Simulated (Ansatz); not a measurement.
`CN[SiH](P)S`. Charge 0, multiplicity 1.

Cartesian coordinates in Å:
```
C -0.2232 0.8802 1.6475
N -0.9517 0.0110 0.7461
Si -0.4273 -0.3966 -0.8293
P 1.6386 -1.2623 -0.6408
S -0.2720 1.1934 -2.2752
H -0.4469 1.9435 1.4974
H 0.8511 0.7455 1.4990
H -0.4381 0.6283 2.6894
H -1.9497 0.0333 0.8922
H -1.4735 -1.2769 -1.4042
H 1.6576 -1.7230 -1.9818
H 1.1939 -2.4985 -0.1019
H 0.8412 1.7220 -1.7384
```

Task: List the harmonic frequencies (cm⁻¹, unscaled) at PBE0-D4/def2-TZVP in Ansatz. (An estimate is asked.)

Result: The calculation gave: 67, 114, 133, 150, 173, 191, 252, 340, 429, 465, 508, 596, 683, 710, 734, 814, 874, 1088, 1102, 1144, 1154, 1408, 1459, 1488, 1515, 2234, 2412, 2431, 2704, 3015, 3080, 3114, 3610.

Task: Is this a minimum?

Result: Yes, all 33 modes are real.

Task: Give the ideal-gas thermochemistry at 298.15 K and 1 bar (rigid rotor, harmonic oscillator; point group C1, symmetry number 1).

Result: Zero-point energy 240.4 kJ/mol; H(298) − E = 267.0 kJ/mol; entropy 391.9 J/(mol·K), of which translation 169.1, rotation 119.1, vibration 103.7; G(298) − E = 150.1 kJ/mol. Modes under 100 cm⁻¹ are hindered rotations or soft bends, so the harmonic entropy is rough.
